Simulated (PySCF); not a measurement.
PySCF 2.14 output of an unrestricted M06-L calculation on a single atom or ion in x2c-SVPall, with scalar relativity by spin-free X2C-1e:

```
SCF conv_tol = 1e-09
number electrons alpha = 14  beta = 13
    Y. Zhao and D. G. Truhlar.,  J. Chem. Phys. 125, 194101 (2006)
    Y. Zhao and D. G. Truhlar.,  J. Chem. Phys. 125, 194101 (2006)
    Y. Zhao and D. G. Truhlar.,  Theor. Chem. Acc. 120, 215 (2008)
cycle= 1 E= -1519.92287873823  delta_E= 0.0123  |g|= 0.243  |ddm|= 0.342
cycle= 2 E= -1519.87026372973  delta_E= 0.0526  |g|= 0.49  |ddm|= 0.393
cycle= 3 E= -1519.94064780064  delta_E= -0.0704  |g|= 0.0184  |ddm|= 0.208
cycle= 4 E= -1519.94085392189  delta_E= -0.000206  |g|= 0.00301  |ddm|= 0.0737
cycle= 5 E= -1519.94087179187  delta_E= -1.79e-05  |g|= 0.000746  |ddm|= 0.0215
cycle= 6 E= -1519.9408725578  delta_E= -7.66e-07  |g|= 0.000131  |ddm|= 0.0042
cycle= 7 E= -1519.94087257398  delta_E= -1.62e-08  |g|= 1.96e-05  |ddm|= 0.000432
cycle= 8 E= -1519.94087257422  delta_E= -2.41e-10  |g|= 4.5e-06  |ddm|= 5.09e-05
converged SCF energy = -1519.94087257422  <S^2> = 0.76985861  2S+1 = 2.019761
```

The run itself started from symmetry-adapted Hartree-Fock orbitals and held the occupation by maximum overlap, on a logarithmic radial grid, so the iterations belong to that start.

Task: Which element, charge and spin multiplicity is this?

Result: Ni+ (nickel, charge +1), multiplicity 2; the state was [Ar] 3d9, 2D determinant.
